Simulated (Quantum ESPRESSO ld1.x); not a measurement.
The run below uses ld1.x (Quantum ESPRESSO 7.5).

```
 &input
    atom='Re',
    iswitch=1,
    rel=2,
    dft='BLYP',
    config='[Xe] 4f14 5d3 6p1',
    rel_dist='energy',
    verbosity='high',
    lsmall=.true.,
    prefix='ld1',
    max_out_wfc=37,
    file_charge='ld1.rho',
 /
```

Command: `OMP_NUM_THREADS=1 ld1.x < ld1.in > ld1.out`

It prints (banner and zero overlaps left out):

```
     Program LD1 v.7.5 starts

     --------------------------- All-electron run ----------------------------

     dirac relativistic calculation

     atomic number is 75.00
     dft =BLYP   lsd =0 sic =0 latt =0  beta=0.20 tr2=1.0E-14
     Exchange-correlation= BLYP
                           (   1   3   1   3   0   0   0)
     mesh =2117 r(mesh) = 100.53560 a.u. xmin = -8.00 dx = 0.00800
     1 Ry =  13.60569312 eV, c = 137.03599908

     n l j   nl                  e(Ry)          e(Ha)          e(eV)
     Spin orbit split results
     1 0 0.5 1S 1( 2.00)   -5262.848387815   -2631.424193907 -71604.7001175
     2 0 0.5 2S 1( 2.00)    -913.913875600    -456.956937800 -12434.4317323
     2 1 0.5 2P 1( 2.00)    -874.526426806    -437.263213403 -11898.5381911
     2 1 1.5 2P 1( 4.00)    -768.666832677    -384.333416338 -10458.2450392
     3 0 0.5 3S 1( 2.00)    -213.485956998    -106.742978499  -2904.6244170
     3 1 0.5 3P 1( 2.00)    -195.925284805     -97.962642403  -2665.6993001
     3 1 1.5 3P 1( 4.00)    -172.936726129     -86.468363065  -2352.9240254
     4 0 0.5 4S 1( 2.00)     -46.519662027     -23.259831014   -632.9322457
     4 1 0.5 4P 1( 2.00)     -39.197817779     -19.598908890   -533.3134798
     4 1 1.5 4P 1( 4.00)     -33.831504498     -16.915752249   -460.3010681
     3 2 1.5 3D 1( 4.00)    -143.477517603     -71.738758802  -1952.1110746
     3 2 2.5 3D 1( 6.00)    -138.487722100     -69.243861050  -1884.2214482
     5 0 0.5 5S 1( 2.00)      -8.736271077      -4.368135538   -118.8630233
     5 1 0.5 5P 1( 2.00)      -6.502067710      -3.251033855    -88.4651379
     5 1 1.5 5P 1( 4.00)      -5.669338580      -2.834669290    -77.1352809
     4 2 1.5 4D 1( 4.00)     -21.821052157     -10.910526079   -296.8905393
     4 2 2.5 4D 1( 6.00)     -20.829845337     -10.414922668   -283.4044834
     4 3 2.5 4F 1( 6.00)      -5.709107334      -2.854553667    -77.6763624
     4 3 3.5 4F 1( 8.00)      -5.524083140      -2.762041570    -75.1589800
     5 2 1.5 5D 1( 3.00)      -2.705316672      -1.352658336    -36.8077084
     5 2 2.5 5D 1( 0.00)      -2.618873273      -1.309436637    -35.6315861
     6 1 0.5 6P 1( 1.00)      -1.790788444      -0.895394222    -24.3649180
     6 1 1.5 6P 1( 0.00)      -1.664493147      -0.832246574    -22.6465830
     Averaged results
     1 0     1S 1( 2.00)   -5262.848387815   -2631.424193907 -71604.7001175
     2 0     2S 1( 2.00)    -913.913875600    -456.956937800 -12434.4317323
     2 1     2P 1( 6.00)    -803.953364053    -401.976682027 -10938.3427565
     3 0     3S 1( 2.00)    -213.485956998    -106.742978499  -2904.6244170
     3 1     3P 1( 6.00)    -180.599579021     -90.299789511  -2457.1824503
     4 0     4S 1( 2.00)     -46.519662027     -23.259831014   -632.9322457
     4 1     4P 1( 6.00)     -35.620275592     -17.810137796   -484.6385387
     3 2     3D 1(10.00)    -140.483640301     -70.241820151  -1911.3772987
     5 0     5S 1( 2.00)      -8.736271077      -4.368135538   -118.8630233
     5 1     5P 1( 6.00)      -5.946914956      -2.973457478    -80.9118999
     4 2     4D 1(10.00)     -21.226328065     -10.613164032   -288.7989058
     4 3     4F 1(14.00)      -5.603379223      -2.801689612    -76.2378582
     5 2     5D 1( 3.00)      -2.653450633      -1.326725316    -36.1020350
     6 1     6P 1( 1.00)      -1.706591580      -0.853295790    -23.2193613

     final scf error:  9.8E-15 reached in  25 iterations

     Etot =  -33432.993386 Ry,  -16716.496693 Ha, -454879.048197 eV

     Ekin =   37821.064264 Ry,   18910.532132 Ha,  514581.793956 eV
     Encl =  -83471.403901 Ry,  -41735.701950 Ha,-1135686.306019 eV
     Eh   =   12883.000165 Ry,    6441.500082 Ha,  175282.146746 eV
     Exc  =    -665.653914 Ry,    -332.826957 Ha,   -9056.682880 eV

     normalization and overlap integrals

     s(1S/1S) =  1.000000  <r> =   0.0180  <r2> =    0.0004  r(max) =   0.0113
     LC norm =  0.91972580 + SC norm =  0.08027420 =  1.00000000
     s(2S/2S) =  1.000000  <r> =   0.0756  <r2> =    0.0068  r(max) =   0.0645
     LC norm =  0.98177659 + SC norm =  0.01822341 =  1.00000000
     s(2P/2P) =  1.000000  <r> =   0.0625  <r2> =    0.0049  r(max) =   0.0483
     LC norm =  0.98170349 + SC norm =  0.01829651 =  1.00000000
     s(2P/2P) =  1.000000  <r> =   0.0705  <r2> =    0.0061  r(max) =   0.0549
     LC norm =  0.98353454 + SC norm =  0.01646546 =  1.00000000
     s(3S/3S) =  1.000000  <r> =   0.1969  <r2> =    0.0445  r(max) =   0.1824
     LC norm =  0.99398380 + SC norm =  0.00601620 =  1.00000000
     s(3P/3P) =  1.000000  <r> =   0.1870  <r2> =    0.0408  r(max) =   0.1711
     LC norm =  0.99403993 + SC norm =  0.00596007 =  1.00000000
     s(3P/3P) =  1.000000  <r> =   0.2019  <r2> =    0.0473  r(max) =   0.1854
     LC norm =  0.99456697 + SC norm =  0.00543303 =  1.00000000
     s(4S/4S) =  1.000000  <r> =   0.4404  <r2> =    0.2192  r(max) =   0.4125
     LC norm =  0.99800569 + SC norm =  0.00199431 =  1.00000000
     s(4P/4P) =  1.000000  <r> =   0.4450  <r2> =    0.2256  r(max) =   0.4125
     LC norm =  0.99809731 + SC norm =  0.00190269 =  1.00000000
     s(4P/4P) =  1.000000  <r> =   0.4785  <r2> =    0.2605  r(max) =   0.4433
     LC norm =  0.99830074 + SC norm =  0.00169926 =  1.00000000
     s(3D/3D) =  1.000000  <r> =   0.1765  <r2> =    0.0366  r(max) =   0.1446
     LC norm =  0.99468062 + SC norm =  0.00531938 =  1.00000000
     s(3D/3D) =  1.000000  <r> =   0.1811  <r2> =    0.0384  r(max) =   0.1482
     LC norm =  0.99482600 + SC norm =  0.00517400 =  1.00000000
     s(5S/5S) =  1.000000  <r> =   1.0304  <r2> =    1.1911  r(max) =   0.9404
     LC norm =  0.99953760 + SC norm =  0.00046240 =  1.00000000
     s(5P/5P) =  1.000000  <r> =   1.1237  <r2> =    1.4260  r(max) =   1.0025
     LC norm =  0.99961227 + SC norm =  0.00038773 =  1.00000000
     s(5P/5P) =  1.000000  <r> =   1.2181  <r2> =    1.6753  r(max) =   1.0774
     LC norm =  0.99966589 + SC norm =  0.00033411 =  1.00000000
     s(4D/4D) =  1.000000  <r> =   0.4934  <r2> =    0.2822  r(max) =   0.4398
     LC norm =  0.99849665 + SC norm =  0.00150335 =  1.00000000
     s(4D/4D) =  1.000000  <r> =   0.5048  <r2> =    0.2952  r(max) =   0.4469
     LC norm =  0.99855060 + SC norm =  0.00144940 =  1.00000000
     s(4F/4F) =  1.000000  <r> =   0.5747  <r2> =    0.4096  r(max) =   0.4158
     LC norm =  0.99894646 + SC norm =  0.00105354 =  1.00000000
     s(4F/4F) =  1.000000  <r> =   0.5833  <r2> =    0.4224  r(max) =   0.4192
     LC norm =  0.99896923 + SC norm =  0.00103077 =  1.00000000
     s(5D/5D) =  1.000000  <r> =   1.6172  <r2> =    3.0167  r(max) =   1.3371
     LC norm =  0.99981188 + SC norm =  0.00018812 =  1.00000000
     s(5D/5D) =  1.000000  <r> =   1.6598  <r2> =    3.1767  r(max) =   1.3696
     LC norm =  0.99982118 + SC norm =  0.00017882 =  1.00000000
     s(6P/6P) =  1.000000  <r> =   2.8547  <r2> =    9.1002  r(max) =   2.5974
     LC norm =  0.99992935 + SC norm =  0.00007065 =  1.00000000
     s(6P/6P) =  1.000000  <r> =   3.0443  <r2> =   10.3375  r(max) =   2.7913
     LC norm =  0.99993620 + SC norm =  0.00006380 =  1.00000000

     LC charge = 71.55500374 + SC charge =  0.44499626 = 72.00000000

     ------------------------ End of All-electron run ------------------------
```

Run on one thread of a shared host, so times are rough (Intel(R) Xeon(R) Processor @ 2.60GHz): 0.63 s of CPU time, 0.78 s wall, 25 iterations on 2117 mesh points.
